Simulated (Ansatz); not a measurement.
Stepwise reaction of `[SiH3][SiH2][GeH2][GeH2][SiH2][GeH3]` with hydrogen, as a gas-phase model of exchange steps in deposition or etching. ΔE in kJ/mol.

Isolated molecules relaxed with PBE0-D4/def2-TZVP in Ansatz; ΔE leaves out vibrations. CBS: MP2 limit from def2 TZ/QZ plus the TZ coupled-cluster correction, frozen cores. This one scheme is used for every species. DFT in def2-TZVPP. B3LYP here is the variant with VWN-RPA as its local correlation; programs differ in this. For Ge outer-core shells are correlated without core-valence functions, which leaves a few kJ/mol of doubt a bond. Scalar relativity is left out up to krypton. Each species was taken in one conformer, which may not be the lowest.

```
step                                                                               reaction  PBE-D4  B3LYP-D4  ωB97M-V  CCSD(T)/CBS
   1  `[SiH3][SiH2][GeH2][GeH2][SiH2][GeH3]` + H₂ → `[SiH3][GeH2][GeH2][SiH2][GeH3]` + SiH₄     4.5      -9.8    -14.9         -8.8
   2              `[SiH3][GeH2][GeH2][SiH2][GeH3]` + H₂ → `[GeH3][SiH2][GeH2][GeH3]` + SiH₄    14.6       4.1      0.8          6.4
```

By hand: ΔE of the 2 steps together at CCSD(T)/CBS.

(-8.8) + (6.4) = -2.4 kJ/mol, or -1.2 kJ/mol a step.

In ΔE each step is higher than the one before. PBE-D4 differs from CCSD(T)/CBS by 8.2 to 13.3 kJ/mol a step. Isolated molecules leave out the surface, adducts and barriers. Largest T1 diagnostic: 0.013.
